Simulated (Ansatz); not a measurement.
The same group exchange along the group F, Cl, Br.

Isolated molecules relaxed with PBE0-D4/def2-TZVP in Ansatz; ΔE leaves out vibrations. CCSD(T)/CBS is the MP2 limit (def2-TZVPP, def2-QZVPP) plus CCSD(T) − MP2 in def2-TZVPP, frozen cores. This one scheme is used for every species. Elements past krypton have def2 core potentials. For Br, Sn outer-core shells are correlated without core-valence functions, which leaves a few kJ/mol of doubt a bond. Scalar relativity is left out up to krypton. One conformer a species, not always the lowest.

Q: Order these by ΔE at CCSD(T)/CBS, lowest first. (An estimate is asked.)
A. `[SiH3]C(Br)Br` + `[SiH3][O][SnH3]` → `[SiH3][SiH2][O][SnH3]` + `BrCBr`
B. `FC(F)[SiH3]` + `[SiH3][O][SnH3]` → `[SiH3][SiH2][O][SnH3]` + `FCF`
C. `[SiH3]C(Cl)Cl` + `[SiH3][O][SnH3]` → `[SiH3][SiH2][O][SnH3]` + `ClCCl`

A: B (-0.32 eV), C (-0.06 eV), A (+0.03 eV).

Largest T1 diagnostic: 0.014, for `[SiH3][SiH2][O][SnH3]`.
